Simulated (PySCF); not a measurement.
**How methods differ on the excitation energy of Mg**

Mg [Ne] 3s2 (1S) → Mg [Ne] 3s1 3p1 (3P), as a difference of total energies. Calculation: PySCF 2.14, in x2c-QZVPPall (9s6p5d2f, 66 functions); the spin-free X2C one-electron Hamiltonian (Gaussian nucleus). Correlated levels: valence: [Ne] frozen; valence and next inner shell: 1s2 frozen. The calculations carry no spin-orbit coupling.

Problem. Order these methods by the excitation energy they give, lowest first.
A. wB97M-V
B. PBE0
C. SCS-MP2 (valence and next inner shell)
D. LC-wPBE

Solution. D (19093 cm⁻¹), B (20446 cm⁻¹), C (21465 cm⁻¹), A (24659 cm⁻¹).

Errors of the correlated levels include the incompleteness of this basis and the frozen core.

The basis was made for the ground configuration and has no added diffuse functions, so the excitation energy can come out too high.

For comparison: 21891 cm⁻¹ (measured; NIST levels, between the centres of gravity of the two terms).
